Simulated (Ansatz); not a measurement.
Several solutions for singlet SiSe

```
atom   x (Å)   y (Å)   z (Å)
  Si  0.0000  0.0000  0.0000
  Se  0.0000  0.0000  4.1200
```

Basis set: def2-SVP (spherical functions). Charge 0, multiplicity 1.

UHF was run from several starts with Ansatz (development build ahead of 0.2.0).

```
run  program                        start  converged  energy (hartree)  <S²>
  A   Ansatz      atomic start, no search        yes       -2688.15881  0.00
  B   Ansatz  search for the lowest state        yes       -2688.28618  2.01
  C   Ansatz      stability test followed        yes       -2688.25387  1.99
```

Task: Which runs reached the lowest solution of this kind, and what is wrong with the others?

Result: B reached the lowest solution found. Converged but too high: A by 3.47 eV, C by 0.88 eV. Convergence only shows a stationary point, and even a stable one can lie too high; stability tests and further starts are what find lower ones. Caution: the unrestricted determinant is a mixture of spin states.
